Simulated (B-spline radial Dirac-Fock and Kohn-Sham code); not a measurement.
**Relativistic shifts of the levels of Re⁷⁰⁺**

System: rhenium as Re⁷⁰⁺, [He] 2s2 2p1.

Both columns are ΔSCF binding energies of the configuration average from a radial B-spline solver: non-relativistic Hartree-Fock with a point nucleus, and Dirac-Fock with a finite nucleus and the Coulomb interaction alone, averaged over the two j levels with weights 2j+1.

```
shell  Hartree-Fock (eV)  Dirac-Fock (eV)  shift (eV)  shift (%)
   1s            73995.9          80413.2    +6417.29      +8.67
   2s            17733.9          19669.8    +1935.91     +10.92
   2p            17599.6          18405.2     +805.62      +4.58
```

Relativity binds 1s, 2s, 2p more strongly, among those listed most of all 2s in relative terms.

Values without a named source are computed, but for edge energies of neutral atoms, which are taken from tables.
